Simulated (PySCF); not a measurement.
CsS⁺ at PBE0

Level: PBE0. basis Cs def2-SVP with ECP46, S def2-SVP; scalar-relativistic core potentials; PySCF 2.14.

| Item | Value |
| --- | --- |
| state | ³Π (triplet), unpaired electrons σ ↑, π ↑, a second solution, started from another occupation |
| bond length | 3.852 Å |
| harmonic wavenumber | 48.3 cm⁻¹ |
| force constant | 0.0354 mdyn/Å |
| rotational constant Be | 0.04409 cm⁻¹ |
| anharmonicity ωexe | 1.00 cm⁻¹ |
| vibration–rotation constant αe | 0.000964 cm⁻¹ |
| energy of the minimum from ground-state Cs⁺ + S | -0.076 eV |
| bond order (Mayer) | 0.13 |
| dipole moment (positive dipole points towards S; it is taken about the centre of mass and depends on that origin) | -2.81 D |

These are scalar-relativistic numbers at best; spin–orbit coupling would shift them, the dissociation energy most. For an ion De counts to the pair picked by the measured ionisation energies or electron affinities, which need not be the lowest pair at this level.
